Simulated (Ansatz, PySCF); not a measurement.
Pair of molecules: H2O (SMILES O) (first 3 atoms) with CHN (SMILES C#N); geometry from B3LYP-D3(BJ)/def2-TZVP, rigid monomers moved along the line of their centres of mass till O1···H6 is 1.81 Å.
(charge 0, multiplicity 1):
```json
[
 {"atom": "O", "x (Å)": "-0.0834", "y (Å)": "-0.0777", "z (Å)": "-0.1033"},
 {"atom": "H", "x (Å)": "0.7091", "y (Å)": "-0.2325", "z (Å)": "-0.6277"},
 {"atom": "H", "x (Å)": "-0.8282", "y (Å)": "-0.2309", "z (Å)": "-0.6938"},
 {"atom": "C", "x (Å)": "-0.2089", "y (Å)": "-0.2502", "z (Å)": "2.7739"},
 {"atom": "N", "x (Å)": "-0.2579", "y (Å)": "-0.3370", "z (Å)": "3.9166"},
 {"atom": "H", "x (Å)": "-0.1629", "y (Å)": "-0.1720", "z (Å)": "1.7005"}
]
```

Counterpoise-corrected where a basis set is named; no monomer relaxation. Rows marked so take none.

Rows in 6-31G* carry no dispersion term and start afresh at each structure (6-31G* with six Cartesian d functions).

Run with Ansatz (Gaussian orbitals); PySCF for 6-31G* rows, the dispersion terms. 

**Question.** One of these levels gives -131.8 meV for the interaction energy. Which?
(A) B3LYP-D4/def2-TZVPPD
(B) PBE/def2-TZVPPD
(C) HF/aug-cc-pVDZ
(D) BP86/6-31G* (no counterpoise)

**Answer.** C, HF/aug-cc-pVDZ. The others give -178.3 (PBE/def2-TZVPPD), -280.0 (BP86/6-31G* (no counterpoise)), -195.3 (B3LYP-D4/def2-TZVPPD)

Ansatz is a program for electronic structure.
